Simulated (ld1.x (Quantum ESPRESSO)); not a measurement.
The numbers below are computed, except where a source is named.
# Potentials for F compared

Generated with ld1.x 7.5 (TM, RRKJ, ultrasoft, PAW), atompaw 4.2 or ONCVPSP 4.0.1. The cutoff is in Ry: for ld1.x and atompaw files where the sum of valence levels is converged to 10 mRy in a Bessel basis, for ONCV files where the hardest occupied wave has 1 mHa per electron of residual kinetic energy. The error is the largest all-electron minus pseudo excitation energy over each file’s own four to seven test configurations (ionisations up to +4, promotions, holes and added fractions of an electron), all of which were solved. The labels leave out finer settings (local radius, basis sizes, second energies), which also bear on the numbers. Spin-polarised tests are not counted. The rows are a selection from randomly drawn settings: files with unsolved tests, undetermined cutoffs or missed reference levels are left out.

| potential | cutoff (Ry) | largest error (meV) | bound ghosts |
| --- | --- | --- | --- |
| RRKJ, LDA (PZ), scalar-relativistic, rc 0.85/1.00 (sp), local smoothed, core correction yes, reference 2s2 2p4 | 160 | +580 | none |
| PAW, PBE, scalar-relativistic, rc 0.65/1.05/0.85 (spd), local smoothed, core correction yes, reference 2s1 2p6 | 70 | -7.2 | none |
| RRKJ, PBEsol, scalar-relativistic, rc 0.65/1.25 (sp), local s, core correction yes, reference 2s1.75 2p5.25 | 110 | +681 | none |

Problem. Fill in the row for F: TM, LDA (PZ), non-relativistic, rc 0.75/1.50 (sp), local s, core correction yes, reference 2s2 2p5.

Solution. cutoff 140 Ry, largest error +1042 meV, bound ghosts: none.

Problem. Fill in the row for F: PAW, PW91, scalar-relativistic, rc 0.90/1.60/1.60 (spd), local smoothed, core correction yes, reference 2s2 2p5.

Solution. cutoff 35 Ry, largest error -83 meV, bound ghosts: none.

Problem. Fill in the row for F: PAW, LDA (PZ), non-relativistic, rc 0.85/1.30 (sp), local smoothed, core correction yes, reference 2s2 2p4.5.

Solution. cutoff 45 Ry, largest error -40 meV, bound ghosts: none.
